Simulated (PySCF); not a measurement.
**Electron correlation in Ge (germanium, neutral)**

[Ar] 3d10 4s2 4p2, high-spin 3P determinant. All numbers are calculated (PySCF 2.14, scalar relativity through the core potential, in aug-cc-pVDZ-PP with ECP10MDF (5s4p3d, 32 functions)). Frozen: 3s2 3p6 3d10; 4 electrons correlated.

MP2 pair energies summed by pair of shells (mhartree):

```
 pair  energy  share (%)
4s-4p  -23.88       58.1
4s-4s  -13.03       31.7
4p-4p   -4.18       10.2
```

Total MP2 correlation energy: -41.10 mhartree.

Same-spin part -7.39 and opposite-spin part -33.71 mhartree; SCS-MP2 scales them by 1/3 and 6/5 to -42.92 mhartree.

```
  level  correlation energy (mhartree)
   CCSD                         -57.24
    (T)                          -0.90
CCSD(T)                         -58.14
```

Diagnostics: T1 = 0.0086, D1 = 0.0237, largest double amplitude 0.069.

Cost of the coupled-cluster step: 0.15 s of wall time on 1 thread of Neoverse-V2 (shared host), for 4 correlated electrons.
